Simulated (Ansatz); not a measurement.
`[BH2][GaH][SiH3]` + H–F → `[BH2][GaH][F]` + SiH₄ at 600 K and 1 bar (cleavage of the Ga–Si bond).

Program: Ansatz. Geometries: PBE0-D4/def2-TZVP. ΔE: electronic, gas phase. CCSD(T)/CBS adds triple-zeta CCSD(T) − MP2 to the extrapolated MP2 energy (def2 sets, frozen cores). This one scheme is used for every species. For Ga outer-core shells are correlated without core-valence functions, which leaves a few kJ/mol of doubt a bond. Scalar relativity is left out up to krypton.

```csv
species,CCSD(T)/CBS energy (Eh),H − E (kJ/mol),S (J/(mol·K))
`[BH2][GaH][SiH3]`,-2241.36260,191.5,438.4
H–F,-100.39570,42.3,194.0
`[BH2][GaH][F]`,-2050.32373,116.9,363.2
SiH₄,-291.46306,108.7,242.3
```

H − E and S are ideal-gas, rigid-rotor, harmonic terms from PBE0-D4/def2-TZVP. 1 Eh = 2625.50 kJ/mol, R = 8.31446 J/(mol·K).

Problem. By hand: ΔE, ΔH, ΔS and ΔG.

Solution. ΔE = (-2050.32373) + (-291.46306) − (-2241.36260) − (-100.39570) = -0.02849 Eh = -74.8 kJ/mol. Δ(H − E) = 116.9 + 108.7 − 191.5 − 42.3 = -8.2, so ΔH = -83.0 kJ/mol. ΔS = 363.2 + 242.3 − 438.4 − 194.0 = -26.9 J/(mol·K). ΔG = -83.0 − 600 × (-26.9)/1000 = -66.9 kJ/mol.

Problem. By hand: the equilibrium constant, and the temperature at which ΔG would vanish if ΔH and ΔS stayed fixed.

Solution. log₁₀ K = −ΔG/(RT ln 10) = 5.8. ΔG = 0 at ΔH/ΔS = 3086 K, far beyond where these terms or the molecules hold.

ΔH outweighs TΔS. A doubt of 5 kJ/mol in ΔE shifts log₁₀ K by 0.4 here. Modes under 60 cm⁻¹, often nearly free rotors, make the harmonic entropy too high. These are equilibria of isolated gas molecules and say nothing of rates. Largest T1 diagnostic: 0.014 (customary marks: 0.02 for closed shells, 0.045 for open ones).
